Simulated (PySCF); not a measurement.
The same gas-phase reaction for Al, Ga, In:
- 2 AlCl₃ + Br₂ → 2 AlBr + 3 Cl₂
- 2 GaCl₃ + Br₂ → 2 GaBr + 3 Cl₂
- 2 InCl₃ + Br₂ → 2 InBr + 3 Cl₂

Method: PySCF energies plus ideal-gas RRHO corrections (1 bar). † marks an energy on the PBE0/def2-TZVP geometry and frequencies. All species are closed-shell singlets. B3LYP is the form with VWN-RPA correlation. In: scalar-relativistic def2 core potential, no spin-orbit coupling. Br, Ga: all electrons, no relativistic terms.

ΔH°(298 K) in kJ, by level:

```
level                       Al     Ga     In
------------------  ----------  -----  -----
ωB97M-V/def2-TZVP†      1131.9  804.9  648.9
HF/def2-TZVP†       (withheld)  868.1  695.9
LDA/def2-TZVP†      (withheld)  810.3  618.4
PBE0/def2-QZVP†     (withheld)  799.9  621.6
B3LYP/def2-TZVP†    (withheld)  739.4  565.8
```

Q: What belongs in the gaps?

A: 
- HF/def2-TZVP†, Al: 1185.8
- LDA/def2-TZVP†, Al: 1118.6
- PBE0/def2-QZVP†, Al: 1130.2
- B3LYP/def2-TZVP†, Al: 1097.0
